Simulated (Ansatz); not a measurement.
Start from `O=COCI` and change one atom or group to get `O=COC[SiH3]`.

Ansatz, PBE0-D4/def2-TZVP geometries, multiplicity 1. Each molecule was computed in one conformer, which needn't be the lowest.

Elements past krypton have def2 core potentials.

| property | `O=COCI` |
| --- | --- |
| size of the dipole moment (PBE/def2-TZVPP) / D | 2.01 |
| size of the dipole moment (B3LYP/def2-TZVPP) / D | 2.08 |
| HOMO energy (B3LYP/def2-TZVPP) / eV | -7.26 |
| HOMO–LUMO gap (ωB97M-V/def2-TZVPP) / eV | 10.36 |
| HOMO–LUMO gap (B3LYP/def2-TZVPP) / eV | 5.65 |
| HOMO energy (PBE/def2-TZVPP) / eV | -6.34 |

Question: Give the same properties after the change, and the shifts. (An estimate is asked.)

Answer: Computed: 
```json
{"property": "size of the dipole moment (PBE/def2-TZVPP) / D", "`O=COC[SiH3]`": "1.77", "shift": "-0.24"}
{"property": "size of the dipole moment (B3LYP/def2-TZVPP) / D", "`O=COC[SiH3]`": "1.81", "shift": "-0.27"}
{"property": "HOMO energy (B3LYP/def2-TZVPP) / eV", "`O=COC[SiH3]`": "-8.16", "shift": "-0.90"}
{"property": "HOMO–LUMO gap (ωB97M-V/def2-TZVPP) / eV", "`O=COC[SiH3]`": "12.74", "shift": "2.38"}
{"property": "HOMO–LUMO gap (B3LYP/def2-TZVPP) / eV", "`O=COC[SiH3]`": "7.84", "shift": "2.19"}
{"property": "HOMO energy (PBE/def2-TZVPP) / eV", "`O=COC[SiH3]`": "-6.74", "shift": "-0.40"}
```

With PBE0 the HOMO falls by 0.91 eV and the LUMO rises by 1.34 eV, so the gap widens by about 2.25 eV. PBE moves the HOMO by -0.40 eV and ωB97M-V by -1.03 eV. Dipoles are sizes alone; their direction can turn.

B3LYP here is the variant with VWN-RPA as its local correlation; programs differ in this.

Spin–orbit coupling is left out; it splits and shifts lone-pair levels of the heavy atoms by tenths of an eV.
